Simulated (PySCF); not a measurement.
Radial density of Ga²⁺ (gallium, charge +2)

B2PLYP, [Ar] 3d10 4s1, 2S determinant. All numbers are calculated (PySCF 2.14, the non-relativistic Hamiltonian (point nucleus), in def2-TZVPPD).

| r (bohr) | 4πr²ρ (e/bohr) | 4πr²(ρα − ρβ) |
| --- | --- | --- |
| 0.000686 | 0.1155 | 0.0001 |
| 0.00115 | 0.3183 | 0.0002 |
| 0.00194 | 0.8557 | 0.0005 |
| 0.00327 | 2.233 | 0.0012 |
| 0.00549 | 5.499 | 0.0030 |
| 0.00924 | 12.35 | 0.0066 |
| 0.0155 | 23.71 | 0.0119 |
| 0.0261 | 35.26 | 0.0146 |
| 0.0440 | 36.15 | 0.0061 |
| 0.0740 | 30.16 | 0.0000 |
| 0.124 | 40.29 | 0.0316 |
| 0.209 | 36.88 | 0.0070 |
| 0.352 | 20.95 | 0.0081 |
| 0.592 | 26.41 | 0.0435 |
| 0.996 | 10.73 | 0.0692 |
| 1.67 | 1.809 | 0.5825 |
| 2.82 | 0.3282 | 0.2857 |
| 4.74 | 0.008954 | 0.0086 |
| 7.97 | 2.527e-05 | 0.0000 |
